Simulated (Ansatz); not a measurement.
Job for Ansatz (a program for electronic structure): R-BLYP/def2-TZVPP on ethylmethylamine (SMILES CCNC), a point of a torsion scan.

Ansatz 0.2 input:
```yaml
crystal:
  periodic: [false, false, false]
  atoms:
    - {symbol: C, position_ang: [1.77332087, 0.57070200, -0.09784158]}
    - {symbol: C, position_ang: [0.54244507, -0.23631985, 0.30669382]}
    - {symbol: N, position_ang: [-0.59931781, 0.12374741, -0.52242728]}
    - {symbol: C, position_ang: [-1.38413622, 1.21555334, 0.01532551]}
    - {symbol: H, position_ang: [2.63713187, 0.25331574, 0.48088933]}
    - {symbol: H, position_ang: [1.61179024, 1.63159237, 0.07340031]}
    - {symbol: H, position_ang: [1.97656368, 0.42004901, -1.15399249]}
    - {symbol: H, position_ang: [0.75898082, -1.29699634, 0.15349580]}
    - {symbol: H, position_ang: [0.33379318, -0.08666023, 1.37907139]}
    - {symbol: H, position_ang: [-1.20297951, -0.68283838, -0.64541572]}
    - {symbol: H, position_ang: [-1.77092386, 1.01926647, 1.02803243]}
    - {symbol: H, position_ang: [-0.76532098, 2.11153831, 0.05556740]}
    - {symbol: H, position_ang: [-2.22460753, 1.40870371, -0.64905708]}
basis:
  gaussian:
    orbitals: def2-TZVPP
hamiltonian:
  xc: {name: BLYP}
scf: {lower_state_search: off}
```

### Question
Predict the final total energy.

### Answer
-174.4464 hartree.
